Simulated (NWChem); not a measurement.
Species: CH6FNSi2; SMILES C1(F)[SiH2]N[SiH2]1

```xyz
11

F     -0.2977    -2.0851     0.0000
C      0.4926    -0.9254     0.0000
Si     0.0218     0.3899     1.3260
N     -0.2501     1.4993     0.0000
Si     0.0218     0.3899    -1.3260
H      1.5468    -1.2273     0.0000
H      1.0993     0.8097     2.2698
H     -1.1753     0.0213     2.1311
H     -0.5319     2.4703     0.0000
H     -1.1753     0.0213    -2.1311
H      1.0993     0.8097    -2.2698
```
Atoms are numbered in this order, from 1.

Geometry: optimised at B3LYP/6-31G* (spherical d).

Symmetry labels are those of Cs in the frame above (b1 and b2, or b-type labels, depend on it).

Question: List the 4 lowest vertical singlet excitations from PBE/6-31+G* (spherical d), TDA (NWChem).

Answer: 
| state | energy (eV) | oscillator strength | symmetry | leading excitation (squared amplitude) |
|---|---|---|---|---|
| S1 | 4.84 | 0.004 | a' | HOMO → LUMO (1.00) |
| S2 | 5.04 | 0.045 | a" | HOMO−1 → LUMO (0.98) |
| S3 | 5.85 | 0.007 | a' | HOMO → LUMO+1 (0.58) |
| S4 | 6.02 | 0.006 | a" | HOMO−1 → LUMO+1 (0.75) |
